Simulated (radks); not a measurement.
Values are calculated unless marked as measured or tabulated.
Numerical settings for the thallium ion Tl3+, [Xe] 4f14 5d10. Level of theory: scalar-relativistic Kohn-Sham, PBE, spin-polarised, spherical densities, finite nucleus; Fermi nuclear charge, rms radius 5.4759 fm (a radial shooting solver on a logarithmic mesh with Libxc functionals). The defaults (mesh step 0.008 in ln r, mesh end at 40 bohr or more with all orbitals vanishing there, Anderson mixing 0.5 over 9 steps, residual threshold near 1e-9 with the energy settled to 1e-9 hartree or 1e-11 of itself, here a cap of 70 iterations) give E = -20238.633 hartree and 5d at -44.319 eV in 15 iterations. Run on one thread of a shared host, so times are rough (Intel(R) Xeon(R) 6975P-C): 0.22 s of CPU time, 0.22 s wall, 15 iterations on 2213 mesh points. Changes against that run (0 stands for a change within the tolerance of the run):

setting                     iterations  converged  E (mhartree)  e(5d) (meV)  CPU (s)
mesh step in ln r 0.12               4         no      diverged            -     0.01
mesh step in ln r 0.005             15        yes             0            0     0.34
mesh step in ln r 0.02              14        yes             0            0     0.09
mesh end (bohr) 2                   15        yes     +5.83e+03    +3.31e+04      0.2
mesh end (bohr) 3                   15        yes          +324    +3.88e+03      0.2
residual threshold 0.01             11        yes             0      -0.0036     0.18
residual threshold 1e-16            70         no             0            0     0.47
mixing 2.5                          21        yes             0            0     0.32
linear mixing, mixing 0.05          70         no         -20.7         -460      1.1
linear mixing, mixing 0.2           70         no             0            0     0.92
mixing history 3                    16        yes             0            0     0.25
iteration cap 8                      8         no      +0.00782        +10.5     0.15

Settings that end as converged yet miss the energy by more than 1 mhartree: mesh end (bohr) 2 (+5.83 hartree); mesh end (bohr) 3 (+0.324 hartree). A mesh that ends early acts as a hard wall.
